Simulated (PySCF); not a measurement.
These compounds are isomers of formula C$_{6}$H$_{6}$ClFO.

A. `C=C[C@@]1(F)C[C@@H]1C(=O)Cl`
B. SMILES C(/CF)(Cl)=C1/C=CCO1
C. `FC1=CCC(OC)=C1Cl`

Spectrum 1. $^{1}$H NMR (500 MHz, computed): δ 6.14 (m, 1H), 5.87 (m, 1H), 5.47 (m, 1H), 2.32 (m, 1H), 2.29 (m, 1H), 1.22 (m, 1H). $^{13}$C{$^{1}$H} NMR (computed): δ 177.2 (C), 142.4 (CH), 124.5 (CH2), 88.1 (C), 40.6 (CH), 25.9 (CH2).

Spectrum 2. $^{1}$H NMR (500 MHz, computed): δ 5.08 (m, 1H), 4.36 (s, 3H), 2.93 (m, 2H). $^{13}$C{$^{1}$H} NMR (computed): δ 168.6 (C), 167.1 (C), 105.0 (C), 95.3 (CH), 60.0 (CH3), 37.7 (CH2).

Spectrum 3. $^{1}$H NMR (500 MHz, computed): δ 6.76 (d, 1H), 6.51 (m, 1H), 5.39 (m, 2H), 5.30 (m, 2H). $^{13}$C{$^{1}$H} NMR (computed): δ 169.9 (C), 142.1 (CH), 131.3 (CH), 109.0 (C), 88.4 (CH2), 81.3 (CH2).

One conformer, equivalent nuclei averaged, no solvent, relativity neglected. PBE0/pcSseg-1 with gauge-including orbitals; structure optimised with GFN2-xTB; PySCF.

Chemical shifts δ = σref − σ; TMS for $^{1}$H (σref 31.72), $^{13}$C (σref 186.93), all at this level. Splittings of carbon signals by F and P are missing where no couplings were computed. Where no couplings were computed, multiplicities follow the n + 1 count of equivalent neighbours, and m marks all less simple cases (inequivalent or close neighbours, rings, F or P nearby). Shifts are as computed. Against solution values, carbons near 30 ppm lie about +3 ppm off and those near 130 ppm about +5 ppm; carbons on Cl a further +6 ppm (rms about the fit 2.1 ppm; single classes can miss by 10 ppm). Of 1328 compounds with measured shifts, 309 miss one by over three times the rms of a fit or turn the order of signals round; such compounds aren't used in these exercises. Signals without a measured value on file couldn't be tested in this way; 1H shifts scatter by 0.2 ppm about their fit, and single ones miss by 0.5 ppm. Carbons bonded to Cl come out too deshielded.

Question: Which spectrum belongs to which compound?

Answer: 1–A, 2–C, 3–B.

- Spectrum 1 (A): 6 $^{13}$C signals; δC 142.4 is an alkene CH; δC 124.5 is a terminal =CH2 carbon.
- Spectrum 2 (C): 6 $^{13}$C signals; δC 167.1 is an alkene carbon bearing oxygen; δC 105.0 is a β carbon of an enol-ether or enamine type C=C.
- Spectrum 3 (B): 6 $^{13}$C signals; δC 169.9 is an alkene carbon bearing oxygen; δC 142.1 is an alkene CH.
